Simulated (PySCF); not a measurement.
F2H2OSeSi, SMILES O[Si](F)(F)[SeH]. Atoms are numbered in the order given.

```xyz
7

O     -1.0117     1.5825     0.9806
Si    -0.7367     0.0870     0.3856
F     -1.8390    -0.3383    -0.7044
F     -0.9053    -0.8942     1.6410
Se     1.2344    -0.1606    -0.6643
H     -0.8255     2.3292     0.4037
H      1.9642     0.3455     0.5095
```
Charge 0, spin multiplicity 1.

Geometry: PBE0-D3(BJ)/def2-SVP. This is a generated structure with no PubChem entry under its InChIKey; it may be hypothetical. One conformer was computed; it need not be the lowest.

Method: PBE/def2-TZVP (PySCF).

Gas-phase values at a fixed geometry.

Question: Estimate the frontier levels, gap, dipole moment and polarisability. (The exact figures need the calculation; the answer reports its results.)

Answer: 
```
Item                                                                                                           Result
---------------------------------------------------------------------------------------------  ----------------------
highest occupied level                                                                                       -6.58 eV
lowest empty level                                                                                           -1.17 eV
orbital gap                                                                                                   5.41 eV
dipole moment                                                                                                  2.55 D
quadrupole, principal values (traceless, Buckingham form, about the centre of nuclear charge)   -6.04, 1.02, 5.03 D·Å
mean static polarisability                                                                       52.1 bohr³ (7.72 Å³)
polarisability, principal values                                                               45.8, 48.0, 62.6 bohr³
```
